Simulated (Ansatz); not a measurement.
`C[B]1O[CH2][GeH2]1`, relaxed with RKS PBE0-D4/def2-TZVP in the Gaussian-basis code of Ansatz from a PBE-D4/def2-SVP geometry. The force threshold is 0.005 eV/Å; the program also tests the step.

The species carries charge 0 and has multiplicity 1.

Start:

```xyz
12

C    -0.617    1.658   -1.198
B    -0.215    0.478   -0.260
O    -0.679    0.312    1.017
C    -0.069   -0.908    1.549
Ge    0.958   -1.259   -0.163
H    -1.266    2.403   -0.693
H    -1.149    1.264   -2.091
H     0.289    2.167   -1.589
H    -0.865   -1.630    1.821
H     0.522   -0.660    2.454
H     2.503   -1.228    0.017
H     0.588   -2.597   -0.864
```

Question: How much energy does the relaxation release, and in how many steps? (Best estimate.)

Answer: The calculation gave: 0.04 eV, in 11 steps.

Question: Which bonds change most? (An estimate is asked.)

Answer: Ansatz gave: C4–Ge5 from 2.027 to 2.003 Å; C4–H10 from 1.109 to 1.091 Å; C4–H9 from 1.109 to 1.091 Å; C1–H7 from 1.112 to 1.095 Å.

Question: Give the relaxed structure. (Best estimate.)

Answer: The calculation gave: 
```xyz
12

C    -0.616    1.645   -1.193
B    -0.209    0.470   -0.265
O    -0.660    0.311    1.007
C    -0.058   -0.899    1.545
Ge    0.945   -1.265   -0.150
H    -1.308    2.340   -0.711
H    -1.078    1.263   -2.109
H     0.272    2.199   -1.515
H    -0.847   -1.600    1.821
H     0.528   -0.645    2.428
H     2.478   -1.241   -0.003
H     0.554   -2.578   -0.854
```
